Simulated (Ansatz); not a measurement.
B₂H₅NO₂Si, SMILES `BO[Si]1(O)BN1`, relaxed with RKS PBE-D4/def2-SVP in the Gaussian-basis code of Ansatz from a rough embedded geometry. The force threshold is 0.03 eV/Å; the program also tests the step.

Charge 0, multiplicity 1.

Start:

```xyz
11

B    -0.831   -0.239   -1.918
O    -1.258   -0.457   -0.469
Si   -0.086    0.342    0.490
O    -0.362    2.019    0.885
B     1.556   -0.583    1.147
N     0.252   -0.560    1.928
H    -0.126   -1.051   -2.396
H    -1.209    0.686   -2.475
H    -0.406    2.431    0.042
H     2.660   -1.063    0.973
H    -0.190   -1.525    1.793
```

| step | energy (eV) | largest force (eV/Å) | largest move (Å) |
| --- | --- | --- | --- |
| 1 | -14876.2429 | 3.214 | 0.000 |
| 2 | -14877.0995 | 2.687 | 0.154 |
| 3 | -14877.6474 | 1.205 | 0.195 |
| 4 | -14877.9728 | 0.759 | 0.200 |
| 5 | -14878.1711 | 0.448 | 0.200 |
| 6 | -14878.2685 | 0.354 | 0.200 |
| 7 | -14878.3559 | 0.236 | 0.200 |
| 8 | -14878.4137 | 0.197 | 0.200 |
| 9 | -14878.4418 | 0.390 | 0.196 |
| 10 | -14878.4848 | 0.231 | 0.200 |
| 11 | -14878.5107 | 0.226 | 0.200 |
| 13 | -14878.5443 | 0.216 | 0.133 |
| 15 (rejected) | -14878.4376 | 2.772 | 0.195 |
| 17 | -14878.5604 | 0.592 | 0.096 |
| 19 (rejected) | -14878.5165 | 0.461 | 0.145 |
| 21 | -14878.5744 | 0.246 | 0.098 |
| 23 | -14878.5800 | 0.115 | 0.073 |
| 25 | -14878.5904 | 0.182 | 0.112 |
| 27 | -14878.6017 | 0.199 | 0.039 |
| 29 | -14878.6067 | 0.386 | 0.193 |
| 31 | -14878.6152 | 0.181 | 0.056 |
| 33 | -14878.6199 | 0.084 | 0.023 |
| 35 | -14878.6208 | 0.018 | 0.024 |

End:

```xyz
11

B    -1.086   -0.068   -2.006
O    -0.266   -0.550   -1.045
Si    0.452    0.232    0.299
O    -0.205    1.760    0.395
B     1.759   -0.596    1.425
N     0.396   -0.779    1.741
H    -1.476   -0.825   -2.877
H    -1.432    1.115   -2.003
H    -0.847    1.946   -0.319
H     2.809   -0.952    1.907
H    -0.104   -1.284    2.484
```

Run time 45 s (4 threads of a server CPU on a shared host); peak host memory 0.17 GiB.
